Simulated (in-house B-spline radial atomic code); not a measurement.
Ca. Computed with a B-spline radial atomic code. Model: non-relativistic spherical atom: semilocal Troullier-Martins pseudo-atom, one channel per l, against all electrons, high spin, G0W0 and RPA with empty states to l = 8, local potential for every l without a channel, a model core (radius 0 = none) keeps its share of the functional.

The core holds an angular momentum without a channel of its own, so the local potential lets valence electrons into it.

What the tables leave out is listed at the end.

The pseudopotential gives back the lowest level of each angular momentum of its own functional in the configuration it was made in; a second state of the same l is only approximately right. Exact exchange, RPA and GW see the smooth pseudo-orbitals and miss the exchange with the core, for which the functional's share stands in. The column with an uncorrelated core keeps all orbitals and exact exchange, and so separates missing core correlation from pseudisation. Only the three outermost levels and the lowest empty one were computed. RPA here is direct RPA, with no exchange kernel, and its energies carry an (l + 1/2)⁻⁴ tail. A hybrid on a potential with a model core restores only its own semilocal share of the core's exchange.

Command:
```bash
python run_psgw.py task.json out
```
Settings (lengths in bohr, energies in hartree):
```
Z                      20
electrons              20
configuration          [Ar] 4s2
generated_in           [Ar] 4s2
functional             lda,vwn
core_shells            5
radius_factor          1.15
core_correction        True
ion_configuration      [Ar] 4s1
```

Run time, properties included: 39 s on 1 thread of Arm Neoverse N1, on a shared host.

Given: made with LDA VWN5; model core radius 2.383 bohr; local radius 3.4 bohr; mean-field start PBE0.

Valence shells of the generating configuration: 4s.

Channel: s 3.4 (radii in bohr).

Computed: largest level miss in the spin-unpolarised generating configuration 0 eV; valence RPA correlation energy all-electron orbitals -0.054769 hartree; valence RPA correlation energy pseudo -0.076813 hartree; all-electron RPA polarisability, core included 95.336 bohr³; pseudo-atom RPA polarisability 105.12 bohr³; ionisation by mean-field all-electron 5.9937 eV; ionisation by RPA all-electron 6.3208 eV.

```
     level  occupied  mean-field all-electron (eV)  mean-field pseudo minus all (eV)  G0W0 all-electron (eV)  G0W0 uncorrelated core minus all (eV)  G0W0 pseudo minus all (eV)  exchange self-energy all-electron (eV)  exchange self-energy pseudo (eV)
        4s         1                       -4.3174                             0.041                 -6.2082                                  0.254                       0.032                                 -7.0913                           -5.9797
4p (empty)         0                      -0.98514                            -1.622                -0.14619                                  0.073                      -1.251                                 -1.4317                           -1.3967
```

**Question.** What is the ionisation by RPA pseudo minus all?

**Answer.** 0.122 eV.

**Question.** What is the ionisation by mean-field pseudo minus all?

**Answer.** -0.056 eV.

Among the listed levels the largest G0W0 shift of the pseudo-atom is -1.25 eV, for 4p (empty) on the PBE0 start, while leaving the core uncorrelated moves that level by +0.07 eV. So pseudisation and the lost core exchange, not the missing core correlation, make the error. Not in the tables (levels of low weight, unsolved or above zero; the highest and the empty levels are kept at any weight): the LDA start was refused, since an empty level lay at or below an occupied one; no Hartree-Fock pseudo-atom is run with a model core.
